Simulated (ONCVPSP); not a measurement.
zinc (Zn), ONCV: configuration errors across variants

```json
{"Element": "Zn", "Generator": "ONCVPSP 4.0.1", "Type": "optimised norm-conserving Vanderbilt (ONCV)", "Functional": "PBEsol", "Relativity": "fully relativistic", "Frozen core": "[Ne]", "Valence charge": "20", "Reference configuration": "3s2 3p6 3d10 4s1 4p1", "Partial waves": "3s+4s: rc 1.20 bohr, ncon 3, nbas 6, qcut 8.7 1/bohr, 3 projectors, debl 0.5 Ha; 3p+4p: rc 1.30 bohr, ncon 3, nbas 6, qcut 12.3 1/bohr, 2 projectors; 3d: rc 0.70 bohr, ncon 4, nbas 8, qcut 14.6 1/bohr, 1 projector", "Local potential": "polynomial inside 0.55 bohr (lpopt 5, dvloc0 -1 Ha)", "Core correction": "Teter function fitted to the true core (icmod 2), fcfact 0.15"}
```

Open shells are filled in proportion to 2j + 1.

All-electron excitation energies from the reference (eV): (1) 3s2 3p6 3d10 4s2 4p0 -5.126; (2) 3s2 3p6 3d10 4s1 4p0 4.775; (3) 3s2 3p6 3d10 4s0 4p0 23.124; (4) 3s2 3p6 3d9 4s2 4p0 12.809.

2 further variants failed, have other tests or another functional or relativity, and are left out.

A true bound ghost makes a file unfit for plane-wave use even where its test errors are small: the radial tests pick states by their node count and pass the ghost by.

Errors AE − PS in meV (a dash: test not solved or not reliable):

| change | (1) | (2) | (3) | (4) | bound ghosts | GHOST(+) flags above zero |
| --- | --- | --- | --- | --- | --- | --- |
| base | -0.2 | +0.1 | +1.7 | +6.8 | none | s, p3/2, p1/2 |
| s: rc 1.04 | -0.2 | +0.1 | +1.8 | +6.2 | s | s, p3/2, p1/2 |
| core correction none | +0.1 | +0.1 | +2.3 | +8.6 | none | s, p3/2, p1/2 |
| p: nbas 7 | -0.1 | +0.3 | +2.0 | +7.2 | none | s, p1/2 |
| p: nproj 4 | -0.1 | +0.3 | +2.1 | +7.0 | none | s |
| p: qcut 8.1 | -0.1 | +0.2 | +1.6 | +3.4 | none | s |

Question: Give the same row for: local potential polynomial inside 0.55 bohr (lpopt 5, dvloc0 7 Ha).

Answer: -0.1, +0.3, +2.0, +6.8; bound ghosts: none; GHOST(+) flags above zero: s, p3/2.
